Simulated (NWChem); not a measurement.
Everything below was run with NWChem. System: H2Cl2FGaO, charge 0, spin multiplicity 1, at a geometry optimised with PBE/def2-SVP. The structure started from a generated list of species. Level: RHF/def2-TZVP.

Output (cleaned and shortened):

```
             Northwest Computational Chemistry Package (NWChem) 7.3.0
             --------------------------------------------------------

                                NWChem Input Module
                                -------------------

 Scaling coordinates for geometry "geometry" by  1.889725989
 (inverse scale =  0.529177249)

                             Geometry "geometry" -> ""
                             -------------------------

 Output coordinates in angstroms (scale by  1.889725989 to convert to a.u.)

  No.       Tag          Charge          X              Y              Z
 ---- ---------------- ---------- -------------- -------------- --------------
    1 Ga                  31.0000     0.18372700    -0.03258000    -0.07009400
    2 F                    9.0000     1.65231400    -1.03769900    -0.22003100
    3 Cl                  17.0000    -0.16184900     0.83032500     1.89013200
    4 Cl                  17.0000    -0.57771900     0.89033400    -1.85237700
    5 O                    8.0000    -0.85097400    -1.83303200     0.26003600
    6 H                    1.0000    -1.11982300    -1.81011600     1.20393500
    7 H                    1.0000    -0.06610700    -2.42756900     0.22712000

 Effective nuclear repulsion energy (a.u.)     585.7078487824

            Nuclear Dipole moment (a.u.)
            ----------------------------
        X                 Y               Z
 ---------------- ---------------- ----------------
    -0.0000283459    -0.0000170075    -0.0000283459


 Summary of "ao basis" -> "" (spherical)
 ------------------------------------------------------------------------------
       Tag                 Description            Shells   Functions and Types
 ---------------- ------------------------------  ------  ---------------------
 *                         def2-tzvp                  on all atoms

 Summary of "ao basis" -> "ao basis" (spherical)
 ------------------------------------------------------------------------------
       Tag                 Description            Shells   Functions and Types
 ---------------- ------------------------------  ------  ---------------------
 Ga                        def2-tzvp                16       48   6s5p4d1f
 F                         def2-tzvp                11       31   5s3p2d1f
 Cl                        def2-tzvp                13       37   5s5p2d1f
 O                         def2-tzvp                11       31   5s3p2d1f
[...]
   128      0.175985  4 Cl px               135      0.169836  4 Cl py
    97     -0.158207  3 Cl px

 Vector   42  Occ=2.000000D+00  E=-4.584108D-01
              MO Center= -4.0D-01,  8.3D-01, -4.7D-01, r^2= 4.4D+00
   Bfn.  Coefficient  Atom+Function         Bfn.  Coefficient  Atom+Function
  ----- ------------  ---------------      ----- ------------  ---------------
   133      0.305413  4 Cl pz               132      0.265395  4 Cl py
    96      0.222776  3 Cl pz               136      0.198820  4 Cl pz
    95     -0.180824  3 Cl py               135      0.175523  4 Cl py
    94      0.163266  3 Cl px               131     -0.158908  4 Cl px

 Vector   43  Occ=0.000000D+00  E= 7.773478D-02
              MO Center= -4.0D-01, -1.4D+00,  6.3D-01, r^2= 6.1D+00
   Bfn.  Coefficient  Atom+Function         Bfn.  Coefficient  Atom+Function
  ----- ------------  ---------------      ----- ------------  ---------------
   158      0.988751  5 O  s                187     -0.933205  6 H  s
   193     -0.762531  7 H  s                  6     -0.719239  1 Ga s
    84      0.304118  3 Cl s                121      0.281101  4 Cl s
    53      0.268192  2 F  s                 99     -0.251376  3 Cl pz
    20     -0.234839  1 Ga py               167      0.211204  5 O  pz

 Vector   44  Occ=0.000000D+00  E= 1.096716D-01
              MO Center=  3.9D-01,  2.4D-01,  1.2D-01, r^2= 6.1D+00
   Bfn.  Coefficient  Atom+Function         Bfn.  Coefficient  Atom+Function
  ----- ------------  ---------------      ----- ------------  ---------------
     6      0.877738  1 Ga s                158      0.626803  5 O  s
    20      0.590824  1 Ga py               187     -0.526931  6 H  s
    19      0.487175  1 Ga px               121     -0.337392  4 Cl s
    99      0.271671  3 Cl pz               134     -0.251985  4 Cl px
   136     -0.249705  4 Cl pz                84     -0.242050  3 Cl s

 Vector   45  Occ=0.000000D+00  E= 1.569227D-01
              MO Center= -3.6D-01, -1.1D-01,  9.1D-03, r^2= 6.3D+00
   Bfn.  Coefficient  Atom+Function         Bfn.  Coefficient  Atom+Function
  ----- ------------  ---------------      ----- ------------  ---------------
    19      1.216813  1 Ga px                 6     -0.977218  1 Ga s
   193      0.702518  7 H  s                187      0.479711  6 H  s
   121      0.467665  4 Cl s                136      0.382184  4 Cl pz
   166      0.350706  5 O  py                53     -0.284520  2 F  s
    99     -0.258994  3 Cl pz                84      0.252677  3 Cl s

 center of mass
 --------------
 x =   0.03638783 y =   0.04963292 z =  -0.02245421

 moments of inertia (a.u.)
 ------------------
        1371.177363536903         102.160457065671         -50.197564549956
         102.160457065671        1172.431204178677          30.771077981900
         -50.197564549956          30.771077981900         767.030853805674

  Mulliken analysis of the total density
  --------------------------------------

    Atom       Charge   Shell Charges
 -----------   ------   -------------------------------------------------------
    1 Ga  31    29.93   2.00  2.00  1.16  0.81  0.55  0.08  5.98  4.44  1.55  0.79  0.10  8.92  1.12  0.14  0.16  0.11
    2 F    9     9.53   0.77  1.20  0.59  1.00  0.37  2.23  2.27  1.08  0.00  0.01  0.00
    3 Cl  17    17.39   2.01  0.45  1.52  1.08  0.87  4.18  1.69  1.07  2.87  1.63  0.00  0.02  0.00
    4 Cl  17    17.36   2.01  0.45  1.52  1.08  0.86  4.18  1.69  1.07  2.87  1.60  0.01  0.02  0.00
    5 O    8     8.61   0.79  1.18  0.55  0.98  0.26  1.85  2.11  0.86  0.00  0.02  0.00
    6 H    1     0.60   0.23  0.30  0.02  0.04
    7 H    1     0.59   0.23  0.29  0.02  0.04

       Multipole analysis of the density wrt the origin
       ------------------------------------------------

     L   x y z        total         open         nuclear
     -   - - -        -----         ----         -------
     0   0 0 0     -0.000000      0.000000     84.000000

     1   1 0 0     -0.623861      0.000000     -0.000028
     1   0 1 0     -1.298602      0.000000     -0.000017
     1   0 0 1      0.685911      0.000000     -0.000028

     2   2 0 0    -42.187399      0.000000    138.516404
     2   1 1 0      3.468887      0.000000    -42.779082
     2   1 0 1     -1.708088      0.000000     22.095214
     2   0 2 0    -34.480226      0.000000    253.439226
     2   0 1 1     -3.324364      0.000000    -20.622522
     2   0 0 2    -42.064787      0.000000    434.585370

 Task  times  cpu:      120.7s     wall:      120.7s

 Total times  cpu:      120.8s     wall:      120.8s
```

**Question.** Write an NWChem input that would produce this output.

**Answer.** Several could match; the one computed here: 
```
start mol
memory heap 200 mb stack 800 mb global 1000 mb
geometry units angstroms nocenter noautoz noautosym
  Ga     0.183727    -0.032580    -0.070094
  F      1.652314    -1.037699    -0.220031
  Cl    -0.161849     0.830325     1.890132
  Cl    -0.577719     0.890334    -1.852377
  O     -0.850974    -1.833032     0.260036
  H     -1.119823    -1.810116     1.203935
  H     -0.066107    -2.427569     0.227120
end
basis spherical
  * library def2-tzvp
end
scf
  rhf
  nopen 0
  maxiter 100
  thresh 1e-7
  semidirect memsize 60000000 filesize 0
end
task scf energy
```
